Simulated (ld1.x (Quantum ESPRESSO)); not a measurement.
# I (Z = 53) TM: all-electron and pseudo phase curves

ld1.x (Quantum ESPRESSO) 7.5 input, shortened:

```
&input
   title='I', zed=53., rel=1, dft='PBE', iswitch=3,
   config='[Kr] 4d10 5s2 5p3.5'
 /
 &inputp
   pseudotype=2, tm=.true., lloc=1,
   nlcc=.false.
 /
3
5S  1  0   2.00   0.00  1.55  1.55  0.0
4D  3  2  10.00   0.00  0.98  0.98  0.0
5P  2  1   3.50   0.00  1.90  1.90  0.0
 &test
   configts(1)='4d10 5s2 5p3.5'
 /
```

The phase is arctan(r·u′/u) with u = r·R(r), unwrapped; energies in Ry, scanned from -7 to 5 Ry. A pole is an energy at which the radial function vanishes at the test radius. The pseudo phase is shifted by a multiple of π to meet the all-electron one at the reference energy, and phase errors are pseudo minus all-electron; the curves can meet again beyond the range given. Levels narrower than the energy grid can be missing from the lists of poles.

```tsv
channel	radius (bohr)	reference energy (Ry)	poles, all-electron	poles, pseudo	unbroken range about the reference energy with phases within 0.05 rad	phase error 1 Ry above the reference energy (rad)
s	2.06	-2.28	0.45	0.07	below 0.7	-0.009
p	2.06	-1.46	2.33	2.02	below 3.9	-0.006
d	2.06	-4.78	-4.64	-4.64	below -1.7	+0.011
```

Phases in the d channel:

```
E (Ry)  all-electron  pseudo
 -7.00         1.352   1.355
 -6.74         1.343   1.348
 -6.48         1.334   1.339
 -6.22         1.322   1.327
 -5.96         1.306   1.312
 -5.70         1.282   1.289
 -5.44         1.241   1.250
 -5.18         1.134   1.147
 -4.92         0.136   0.170
 -4.66        -1.556  -1.554
 -4.40        -1.694  -1.688
 -4.14        -1.744  -1.736
 -3.88        -1.774  -1.763
 -3.62        -1.796  -1.783
 -3.36        -1.815  -1.800
 -3.10        -1.834  -1.816
 -2.84        -1.853  -1.831
 -2.58        -1.872  -1.846
 -2.32        -1.894  -1.862
 -2.06        -1.918  -1.879
 -1.80        -1.946  -1.898
 -1.54        -1.978  -1.919
 -1.28        -2.017  -1.943
 -1.02        -2.065  -1.970
 -0.76        -2.126  -2.002
 -0.50        -2.204  -2.039
 -0.24        -2.309  -2.084
  0.02        -2.455  -2.139
  0.28        -2.658  -2.207
  0.54        -2.933  -2.293
  0.80        -3.266  -2.405
  1.06        -3.597  -2.551
  1.32        -3.866  -2.740
  1.58        -4.064  -2.975
  1.84        -4.206  -3.243
  2.10        -4.309  -3.508
  2.36        -4.386  -3.740
  2.62        -4.445  -3.925
  2.88        -4.492  -4.068
  3.14        -4.531  -4.177
  3.40        -4.563  -4.262
  3.66        -4.590  -4.328
  3.92        -4.613  -4.382
  4.18        -4.634  -4.426
  4.44        -4.652  -4.462
  4.70        -4.669  -4.493
  4.96        -4.684  -4.520
```
